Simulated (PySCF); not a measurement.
C3H8FNSi, SMILES C(=C)(F)C[SiH2]N. Atoms are numbered in the order given.

```xyz
14

C      2.4482     0.1699     0.7361
C      1.3118     0.3471     0.0635
F      0.7092     1.5663     0.1079
C      0.5259    -0.6315    -0.7360
Si    -1.2054    -0.9684    -0.0174
N     -2.1225     0.4918    -0.1834
H      2.9527    -0.7959     0.7155
H      2.8851     0.9872     1.3118
H      1.0767    -1.5816    -0.8063
H      0.3805    -0.2440    -1.7601
H     -1.0056    -1.4826     1.3773
H     -1.8750    -2.0460    -0.8030
H     -1.6670     1.3586     0.0905
H     -3.1112     0.5095     0.0479
```

Geometry optimised at B3LYP-D3(BJ)/def2-SVP. The structure was generated by enumeration, and PubChem lists no compound with its InChIKey, so it may never have been made. The values are those of a single conformer.

These are PBE/pcSseg-1 in PySCF values and carry that method's errors.

GIAO shieldings, no solvent; atoms listed in one row are averaged. δ = σ(ref) − σ: ¹³C against TMS (σ = 182.0 ppm); ¹⁹F against CFCl3 (σ = 133.6 ppm); ²⁹Si against TMS (σ = 335.4 ppm); ¹⁵N against NH3 (σ = 267.0 ppm); ¹H against TMS (σ = 31.49 ppm), references at their B3LYP-D3(BJ)/def2-TZVP geometries, non-relativistic.

Computed chemical shifts:
```tsv
nucleus	atoms	count	δ (ppm)
¹³C	C2	1	179.0
¹³C	C1	1	92.7
¹³C	C4	1	26.0
¹⁹F	F3	1	-102.9
²⁹Si	Si5	1	-27.5
¹⁵N	N6	1	15.4
¹H	H11	1	5.46
¹H	H12	1	5.14
¹H	H8	1	4.86
¹H	H7	1	4.55
¹H	H10	1	2.42
¹H	H9	1	1.84
¹H	H13	1	0.79
¹H	H14	1	0.25
```
